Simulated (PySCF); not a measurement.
## In: electron affinity

In⁻ [Kr] 4d10 5s2 5p2 (3P) → In [Kr] 4d10 5s2 5p1 (2P), as a difference of total energies. Computed with PySCF 2.14 in aug-cc-pwCVDZ-PP with ECP28MDF, with a scalar-relativistic core potential. Correlated levels: valence: 4s2 4p6 4d10 frozen; valence and next inner shell: nothing frozen outside the core potential. The calculations carry no spin-orbit coupling.

```tsv
method	electron affinity (eV)
UHF	0.081
LDA	0.636
PBE	0.532
PBE0	0.495
r2SCAN	0.566
B2PLYP	0.341
BLYP	0.385
TPSS	0.462
r2SCAN0	0.546
MP2 (valence)	0.318
SCS-MP2 (valence)	0.237
MP2 (valence and next inner shell)	0.311
SCS-MP2 (valence and next inner shell)	0.217
```

**Question.** How much does correlation contribute at MP2 (valence and next inner shell)?

**Answer.** 0.311 − (0.081) = 0.230 eV, measured against UHF.

The reference lies between the lowest fine-structure levels, while these numbers refer to the centres of the terms.

Errors of the correlated levels include the incompleteness of this basis and the frozen core.

In the anion the highest occupied orbital energy is positive at LDA, PBE, PBE0, r2SCAN, B2PLYP, BLYP, TPSS, r2SCAN0, a self-interaction effect; the basis confines that electron, and the energy difference can still be sensible.

For comparison: 0.384 eV (measured; photodetachment measurements, as compiled on the Wikipedia data page of electron affinities).
